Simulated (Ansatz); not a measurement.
Born–Oppenheimer molecular dynamics of F3GeH (5 atoms, charge 0, multiplicity 1). It starts from a relaxed structure.

All numbers below come from RKS revPBE-D4/def2-SVP (Ansatz 0.2.0).

```yaml
ensemble: NVE (velocity Verlet)
time_step: 1 fs
steps_asked: 250
starting_velocities_drawn_for: 500 K
seed: 967166
```

Frames 2 fs apart, positions in Å, forces in eV/Å.

Velocities at 190 fs (Å/ps):

```
Ge 0.55 -2.24 -0.38
F -0.73 0.74 -0.51
F -2.11 1.07 0.48
H -19.96 -1.05 0.31
F 1.78 6.81 1.46
```

```xyz
5
Properties=species:S:1:pos:R:3:forces:R:3 time_fs=190 energy_less_start_eV=0.095 T=256
Ge -0.020 0.044 -0.050 0.84 0.25 1.45
F -0.006 -0.087 1.731 0.05 0.26 -1.11
F 1.674 0.054 -0.549 -0.66 -0.29 0.11
H -0.640 1.333 -0.581 -0.22 0.06 -0.04
F -0.862 -1.405 -0.467 -0.02 -0.29 -0.41
5
Properties=species:S:1:pos:R:3:forces:R:3 time_fs=192 energy_less_start_eV=0.095 T=255
Ge -0.019 0.040 -0.051 0.70 0.99 1.46
F -0.008 -0.085 1.729 0.08 0.25 -1.05
F 1.669 0.056 -0.548 -0.52 -0.27 0.06
H -0.684 1.331 -0.581 -0.01 -0.20 0.07
F -0.859 -1.391 -0.465 -0.25 -0.77 -0.54
5
Properties=species:S:1:pos:R:3:forces:R:3 time_fs=194 energy_less_start_eV=0.106 T=229
Ge -0.017 0.036 -0.050 0.53 1.59 1.44
F -0.009 -0.083 1.725 0.11 0.23 -0.92
F 1.663 0.058 -0.547 -0.35 -0.25 0.00
H -0.727 1.322 -0.578 0.17 -0.35 0.13
F -0.856 -1.380 -0.464 -0.45 -1.21 -0.66
5
Properties=species:S:1:pos:R:3:forces:R:3 time_fs=196 energy_less_start_eV=0.115 T=205
Ge -0.015 0.033 -0.049 0.37 1.90 1.42
F -0.010 -0.080 1.719 0.13 0.20 -0.72
F 1.657 0.058 -0.545 -0.15 -0.23 -0.06
H -0.764 1.299 -0.570 0.25 -0.31 0.12
F -0.854 -1.371 -0.464 -0.61 -1.57 -0.75
5
Properties=species:S:1:pos:R:3:forces:R:3 time_fs=198 energy_less_start_eV=0.119 T=195
Ge -0.013 0.031 -0.047 0.24 1.90 1.36
F -0.011 -0.077 1.711 0.16 0.17 -0.47
F 1.650 0.059 -0.544 0.08 -0.21 -0.13
H -0.792 1.265 -0.558 0.21 -0.08 0.03
F -0.853 -1.365 -0.465 -0.69 -1.79 -0.80
5
Properties=species:S:1:pos:R:3:forces:R:3 time_fs=200 energy_less_start_eV=0.123 T=184
Ge -0.011 0.030 -0.045 0.10 1.65 1.24
F -0.011 -0.073 1.703 0.19 0.14 -0.16
F 1.643 0.059 -0.543 0.30 -0.19 -0.20
H -0.813 1.229 -0.545 0.09 0.24 -0.09
F -0.853 -1.362 -0.468 -0.68 -1.84 -0.79
5
Properties=species:S:1:pos:R:3:forces:R:3 time_fs=202 energy_less_start_eV=0.126 T=175
Ge -0.009 0.030 -0.041 -0.15 1.32 0.99
F -0.011 -0.070 1.694 0.21 0.11 0.19
F 1.637 0.058 -0.543 0.51 -0.18 -0.26
H -0.829 1.201 -0.535 0.00 0.47 -0.18
F -0.855 -1.363 -0.473 -0.57 -1.73 -0.74
5
Properties=species:S:1:pos:R:3:forces:R:3 time_fs=204 energy_less_start_eV=0.121 T=188
Ge -0.006 0.030 -0.037 -0.56 1.08 0.56
F -0.011 -0.066 1.685 0.22 0.08 0.55
F 1.632 0.057 -0.543 0.69 -0.16 -0.31
H -0.846 1.191 -0.532 0.04 0.46 -0.17
F -0.858 -1.368 -0.479 -0.39 -1.46 -0.64
5
Properties=species:S:1:pos:R:3:forces:R:3 time_fs=206 energy_less_start_eV=0.112 T=213
Ge -0.004 0.031 -0.033 -1.07 0.95 0.00
F -0.010 -0.062 1.678 0.22 0.05 0.91
F 1.628 0.056 -0.544 0.81 -0.15 -0.34
H -0.860 1.198 -0.535 0.21 0.25 -0.07
F -0.862 -1.376 -0.486 -0.17 -1.09 -0.50
5
Properties=species:S:1:pos:R:3:forces:R:3 time_fs=208 energy_less_start_eV=0.107 T=225
Ge -0.003 0.033 -0.029 -1.52 0.80 -0.56
F -0.009 -0.057 1.673 0.21 0.02 1.22
F 1.626 0.054 -0.545 0.87 -0.15 -0.35
H -0.866 1.215 -0.541 0.37 -0.01 0.04
F -0.866 -1.386 -0.495 0.07 -0.66 -0.34
5
Properties=species:S:1:pos:R:3:forces:R:3 time_fs=210 energy_less_start_eV=0.105 T=231
Ge -0.002 0.035 -0.025 -1.77 0.54 -1.02
F -0.007 -0.053 1.669 0.20 -0.01 1.44
F 1.625 0.053 -0.547 0.84 -0.15 -0.33
H -0.859 1.232 -0.545 0.43 -0.15 0.10
F -0.870 -1.397 -0.504 0.30 -0.23 -0.18
5
Properties=species:S:1:pos:R:3:forces:R:3 time_fs=212 energy_less_start_eV=0.097 T=250
Ge -0.003 0.037 -0.022 -1.77 0.15 -1.32
F -0.005 -0.049 1.669 0.18 -0.03 1.54
F 1.627 0.051 -0.550 0.74 -0.16 -0.28
H -0.835 1.243 -0.546 0.34 -0.13 0.09
F -0.874 -1.409 -0.514 0.50 0.18 -0.03
```

Of the whole run (250 fs, mean temperature of the second half 256 K): The conserved energy stayed within 0.18 meV per atom of its start (net change 0.084 meV per atom), so the integration is sound. Over the second half the temperature averaged 0.51 of the 500 K drawn at the start: a run that starts near a minimum puts about half its kinetic energy into the potential. A run of 0.25 ps of so small a system gives no equilibrium averages.

Time of the run: 78 s on 2 threads of AMD EPYC 9R45 96-Core Processor (Zen 5), on a shared host, peak memory 0.16 GiB.
